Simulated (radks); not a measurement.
The numbers below are computed, except where a source is named.
Ionisation of the zinc ion Zn+, [Ar] 3d10 4s1, to Zn2+, [Ar] 3d10, under several functionals. Scalar-relativistic Kohn-Sham, spin-unpolarised, spherical densities, finite nucleus; a radial shooting solver on a logarithmic mesh with Libxc functionals.

| functional | E(Zn+) (hartree) | Exc (hartree) | IE (eV) | -e(HOMO) (eV) | <r> HOMO (bohr) | IE error (eV) |
|---|---|---|---|---|---|---|
| r2SCAN | -1795.93142 | -71.58171 | 17.963 | 13.873 | 2.405 | -0.001 |
| LDA (Slater exchange, Perdew-Wang correlation) | -1792.93721 | -68.54262 | 18.763 | 14.341 | 2.378 | +0.799 |
| exchange-only PBE | -1794.27305 | -69.88791 | 17.933 | 13.389 | 2.438 | -0.031 |
| BLYP | -1796.01932 | -71.67029 | 18.656 | 14.127 | 2.399 | +0.692 |
| exchange-only r2SCAN | -1794.53199 | -70.15491 | 17.107 | 13.001 | 2.442 | -0.858 |
| BP86 | -1796.18072 | -71.84255 | 18.524 | 14.194 | 2.384 | +0.559 |
| PBE | -1795.64657 | -71.30215 | 18.442 | 13.998 | 2.401 | +0.478 |
| RPBE | -1795.86406 | -71.52767 | 18.282 | 13.823 | 2.419 | +0.318 |
| OLYP | -1796.42965 | -72.17460 | 18.076 | 13.543 | 2.443 | +0.112 |

NIST Atomic Spectra Database: 17.964 eV (measured). Closest: r2SCAN. The Delta-SCF values span 1.66 eV, the total energies 3.49 hartree. The highest occupied level is 4s. Spin polarisation and multiplet splitting are left out, so open shells lie too high by an amount that depends on their filling.

Beside tabulated values, note that spin-unpolarised runs miss the spin-polarisation part of the exchange energy of open shells.
